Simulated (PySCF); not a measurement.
FHSSe, SMILES F[Se]S.

Coordinates come from a PBE0-D3(BJ)/def2-TZVP optimisation. One conformer was computed; it need not be the lowest.

Calculation: PBE0-D3(BJ)/def2-TZVP (PySCF 2.14.0).

Frequencies are harmonic and unscaled.

Estimate the vibrational spectrum. (The exact figures need the calculation; the answer reports its results.)


| mode | ν (cm⁻¹) | IR (km/mol) | moving atoms (share of kinetic energy) |
|---|---|---|---|
| 1 | 214 | 4.4 | F 58 %, S 24 %, Se 16 % |
| 2 | 437 | 15.4 | H 91 % |
| 3 | 443 | 13.7 | S 69 %, Se 29 % |
| 4 | 642 | 94.5 | F 81 %, Se 19 % |
| 5 | 864 | 3.3 | H 97 % |
| 6 | 2648 | 1.1 | H 97 % |
